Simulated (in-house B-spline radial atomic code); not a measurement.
A fraction x of an electron is moved 4d → 6f in the holmium ion Ho⁺, starting from [Xe] 4f11 6s1 and keeping the highest spin. Computed with a B-spline radial code for spherical atoms: scalar-relativistic (X2C) revTPSS, spin-polarised, spherical fractional occupations, Fermi nucleus of rms radius 5.2022 fm.

```csv
x,E(x) - E(0) (eV),4d down level (eV),6f up level (eV)
0,0.0000,-164.021,-
0.125,20.4976,-165.863,-1.070
0.25,41.2046,-167.748,-1.216
0.375,?,?,?
0.5,?,?,?
0.625,104.6770,-173.619,-1.576
0.75,126.3012,-175.633,-1.688
0.875,148.1636,-177.655,-1.796
1,170.2674,-179.707,-1.907
```

(1) What belongs in the row x = 0.375?

(2) What belongs in the row x = 0.5?

(3) Check Janak's theorem between x = 0.125 and 0.25.

Answers

(1) An energy change of 62.1332 eV; 4d down at -169.676 eV, 6f up at -1.342 eV.

(2) An energy change of 83.2893 eV; 4d down at -171.625 eV, 6f up at -1.457 eV.

(3) The slope of the energy is 165.66 eV; the orbital levels give 165.66 eV (ε of the receiving orbital less ε of the emptying one, averaged over the two points).
